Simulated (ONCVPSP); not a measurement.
Br, ONCV: configuration errors across variants

| Property | Result |
| --- | --- |
| Element | Br (Z = 35) |
| Generator | ONCVPSP 4.0.1 |
| Type | optimised norm-conserving Vanderbilt (ONCV) |
| Functional | PW91 |
| Relativity | scalar-relativistic |
| Frozen core | [Ne] |
| Valence charge | 25 |
| Reference configuration | 3s2 3p6 3d10 4s2 4p4.5 (charge +0.5) |
| Partial waves | 3s+4s: rc 0.80 bohr, ncon 4, nbas 7, qcut 12.4 1/bohr, 2 projectors; 3p+4p: rc 0.95 bohr, ncon 4, nbas 8, qcut 17.8 1/bohr, 2 projectors; 3d: rc 0.95 bohr, ncon 5, nbas 10, qcut 14 1/bohr, 2 projectors, debl 2.9 Ha |
| Local potential | polynomial inside 0.75 bohr (lpopt 5, dvloc0 0 Ha) |
| Core correction | Teter function, fcfact 2, rcfact 1.1 |

All-electron excitation energies from the reference (eV): (1) 3s2 3p6 3d10 4s2 4p5 -5.102; (2) 3s2 3p6 3d10 4s2 4p4 7.509; (3) 3s2 3p6 3d10 4s2 4p3 30.341; (4) 3s2 3p6 3d9 4s2 4p6 59.271.

Errors AE − PS in meV (a dash: test not solved or not reliable):

| change | (1) | (2) | (3) | (4) | bound ghosts | GHOST(+) flags above zero |
| --- | --- | --- | --- | --- | --- | --- |
| base | +0.4 | -0.7 | -3.2 | +266 | none | none |
| core correction Teter function, fcfact 1.5, rcfact 1.1 | +0.4 | -0.7 | -3.2 | +267 | none | none |
| core correction Teter function, fcfact 1.9, rcfact 1.1 | +0.4 | -0.7 | -3.2 | +266 | none | none |
| core correction Teter function, fcfact 2.6, rcfact 1.1 | +0.4 | -0.7 | -3.2 | +264 | none | none |
| core correction Teter function, fcfact 4.1, rcfact 1.1 | +0.4 | -0.7 | -3.2 | +264 | none | none |
| core correction Teter function, fcfact 5.1, rcfact 1.1 | +0.4 | -0.7 | -3.2 | +265 | none | none |
| core correction Teter function, fcfact 5.5, rcfact 1.1 | +0.4 | -0.7 | -3.2 | +265 | none | none |
| core correction Teter function, fcfact 6.4, rcfact 1.1 | +0.4 | -0.7 | -3.2 | +266 | none | none |
| core correction Teter function, fcfact 7, rcfact 1.1 | +0.4 | -0.7 | -3.2 | +266 | none | none |
| core correction Teter function, fcfact 7.8, rcfact 1.1 | +0.4 | -0.7 | -3.2 | +267 | none | none |

**Question.** Give the same row for: core correction Teter function, fcfact 3.5, rcfact 1.1.

**Answer.** +0.4, -0.7, -3.2, +264; bound ghosts: none; GHOST(+) flags above zero: none.
